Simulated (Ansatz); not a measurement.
Program: Ansatz. Geometries: PBE0-D4/def2-TZVP. ΔE: electronic, gas phase. CCSD(T)/CBS is the MP2 limit (def2-TZVPP, def2-QZVPP) plus CCSD(T) − MP2 in def2-TZVPP, frozen cores. For Ga outer-core shells are correlated without core-valence functions, which leaves a few kJ/mol of doubt a bond. Scalar relativity is left out up to krypton.

Consider the redistribution: `C[Si](C)(F)[GaH2]` + `CC[SiH3]` → `C[Si](C)(C)F` + `[SiH3][CH2][GaH2]`.

`C[Si](C)(F)[GaH2]`:

Cartesian coordinates in Å:
```
C 1.432 1.059 0.052
Si 0.095 -0.184 0.451
C 0.157 -1.601 -0.766
F 0.445 -0.799 1.906
Ga -2.099 0.847 0.515
H 2.411 0.570 0.032
H 1.471 1.863 0.791
H 1.256 1.509 -0.929
H 1.154 -2.051 -0.773
H -0.564 -2.382 -0.515
H -0.064 -1.248 -1.777
H -2.680 1.536 -0.782
H -3.015 0.881 1.795
```

`CC[SiH3]`:

Z-matrix (Å, degrees):
```
C
C 1 1.526
H 1 1.093 2 111.4
H 1 1.093 2 111.6 3 120.1
H 1 1.093 2 111.4 3 -119.8
Si 2 1.876 1 113.4 3 59.9
H 2 1.095 1 110.5 3 -178.6
H 2 1.095 1 110.5 3 -61.7
H 6 1.489 2 110.4 1 -59.6
H 6 1.489 2 110.4 1 59.7
H 6 1.489 2 111.1 1 -180.0
```

`C[Si](C)(C)F`:

Cartesian coordinates in Å:
```
C 1.621 -0.574 0.464
Si 0.039 -0.133 -0.411
C -1.420 -1.025 0.321
C -0.232 1.708 -0.448
F 0.184 -0.626 -1.940
H 1.795 -1.653 0.439
H 1.585 -0.263 1.512
H 2.478 -0.083 -0.003
H -1.272 -2.107 0.295
H -2.337 -0.796 -0.229
H -1.572 -0.732 1.364
H -0.341 2.105 0.565
H -1.137 1.960 -1.006
H 0.610 2.219 -0.921
```

`[SiH3][CH2][GaH2]`:

```xyz
10

Si   -1.046   -0.220    0.965
C     0.707    0.040    0.378
Ga    0.837    0.261   -1.573
H    -1.127   -0.383    2.442
H    -1.630   -1.437    0.335
H    -1.901    0.939    0.583
H     1.302   -0.825    0.686
H     1.103    0.933    0.872
H     0.730    1.696   -2.202
H     1.025   -1.002   -2.487
```

| species | CCSD(T)/CBS(def2) energy (Eh) |
| --- | --- |
| `C[Si](C)(F)[GaH2]` | -2393.80779 |
| `CC[SiH3]` | -369.99568 |
| `C[Si](C)(C)F` | -508.56386 |
| `[SiH3][CH2][GaH2]` | -2255.26496 |

(1) Work out ΔE.

Largest T1 diagnostic among the species: 0.012.

## Answers

(1) ΔE = (-508.56386) + (-2255.26496) − (-2393.80779) − (-369.99568) = -0.02535 Eh = -66.6 kJ/mol.

From PBE to PBE0 (25 % exact exchange), in def2-TZVPP and without D4, ΔE moves by −5.3 kJ/mol. At CCSD(T), def2-SVP lies +13.7 kJ/mol from the extrapolated value and def2-TZVPP +1.0 kJ/mol.
